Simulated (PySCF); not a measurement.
C₄H₁₀Si. Atoms are numbered in the order given.

```xyz
15

C     -0.2701    -0.7207     1.3166
C      0.2701     0.7207     1.3166
C     -0.1363     1.4039    -0.0098
Si     0.0000     0.0000    -1.2945
C      0.1363    -1.4039    -0.0098
H      0.0862    -1.2832     2.1958
H     -1.3723    -0.6888     1.3906
H     -0.0862     1.2832     2.1958
H      1.3723     0.6888     1.3906
H     -1.1862     1.7403     0.0416
H      0.4739     2.2917    -0.2346
H     -1.2040    -0.1029    -2.1730
H      1.2040     0.1029    -2.1730
H      1.1862    -1.7403     0.0416
H     -0.4739    -2.2917    -0.2346
```
Charge 0, spin multiplicity 1.

The structure is a stationary point at B3LYP-D3(BJ)/def2-SVP. Other conformers were not sampled.

The numbers are results of B3LYP/pcSseg-1 in PySCF, not measurements.

GIAO shieldings, no solvent; atoms listed in one row are averaged. δ = σ(ref) − σ: ¹³C against TMS (σ = 181.3 ppm); ²⁹Si against TMS (σ = 338.7 ppm); ¹H against TMS (σ = 31.68 ppm), references at their B3LYP-D3(BJ)/def2-TZVP geometries, non-relativistic.

Computed chemical shifts:
```tsv
nucleus	atoms	count	δ (ppm)
¹³C	C1, C2	2	34.7
¹³C	C3, C5	2	12.3
²⁹Si	Si4	1	-27.3
¹H	H12, H13	2	4.31
¹H	H6, H8	2	2.34
¹H	H7, H9	2	1.40
¹H	H15, H11	2	1.26
¹H	H14, H10	2	0.91
```
